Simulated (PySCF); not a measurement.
# Hartree-Fock beside MP2: BH3OSi

Calculated results; nothing here was measured. The program is PySCF 2.14.0, an open-source quantum chemistry code, run on an isolated molecule that a program drew, which may never have been made. The molecule is BH3OSi (charge 0, singlet), drawn as the SMILES string `B[SiH]=O`.

The geometry was optimised and harmonic frequencies were computed with HF and MP2, all in the cc-pV(D+d)Z basis, for the commonest isotopes, with a restricted reference for singlets and an unrestricted one otherwise, and a frozen core in MP2. Each result is a local minimum of its method.

Geometry at the HF minimum:
```xyz
6
BH3OSi, angstrom
B    -0.4071   -0.8695   -0.7392
Si    1.3953    0.0348   -0.9219
O     2.4392   -0.3792   -1.9202
H    -0.5563   -1.7926    0.0082
H    -1.3486   -0.4931   -1.3753
H     1.5969    1.1556    0.0292
```

Lengths of the bonds as drawn, in Å (atoms numbered as above):
| bond | HF | MP2 |
|---|---|---|
| B1-Si2 | 2.025 | 2.022 |
| Si2-O3 | 1.503 | 1.549 |
| B1-H4 | 1.197 | 1.205 |
| B1-H5 | 1.197 | 1.205 |
| Si2-H6 | 1.484 | 1.492 |

Rotational constants, in GHz:
| constant | HF | MP2 |
|---|---|---|
| A | 32.77 | 31.31 |
| B | 6.552 | 6.456 |
| C | 5.724 | 5.608 |

Harmonic frequencies in cm^-1, each column in rising order, so a row needn't be the same motion in every method:
| rank | HF | MP2 |
|---|---|---|
| 1 | 165 | 126 |
| 2 | 222 | 190 |
| 3 | 452 | 421 |
| 4 | 633 | 621 |
| 5 | 737 | 682 |
| 6 | 866 | ? |
| 7 | 989 | 948 |
| 8 | 1246 | 1143 |
| 9 | 1315 | 1200 |
| 10 | 2302 | 2234 |
| 11 | 2697 | 2643 |
| 12 | 2783 | 2734 |

**Estimate the missing MP2 frequency from the HF column.**

A single factor s that minimises the squared misfit of MP2 against s times HF over the other rows is sum(HF x MP2) / sum(HF^2) = 0.9677, with an rms misfit of 37 cm^-1. For rank 6 it gives 0.9677 x 866 = 838 cm^-1. The calculation gives 812 cm^-1, 26 cm^-1 below the estimate. The drawn bonds are on average 1.0 % longer in MP2 than in HF.
